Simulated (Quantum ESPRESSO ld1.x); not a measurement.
Question: These are the eigenvalues of the occupied orbitals of an atom or ion with whole-number occupations (hartree). Method: scalar-relativistic Kohn-Sham, LDA (Slater exchange, Perdew-Zunger correlation), spin-polarised, spherical densities, point nucleus; computed with ld1.x of Quantum ESPRESSO 7.5.

| orbital | eigenvalue |
|---|---|
| 1s | -776.318 |
| 2s | -119.504 |
| 2p | -108.136 |
| 3s | -28.8321 |
| 3p | -25.0869 |
| 3d | -19.0291 |
| 4s | -11.2077 |

Which element is it, and in what charge state? The configuration may be excited. Open shells, if any, are filled with parallel spins first.

Answer: Z = 43, technetium, charge +13: Tc13+ in [Ar] 3d10 4s2. The list shows which subshells hold electrons but not how many an open one holds; the 1s level, -776.32 hartree, gives Z - s = 39.4 by -(Z - s)^2/2, which with screening and relativity narrows Z to a few neighbours, and the depths of the outer levels then fix element, charge and occupations together.
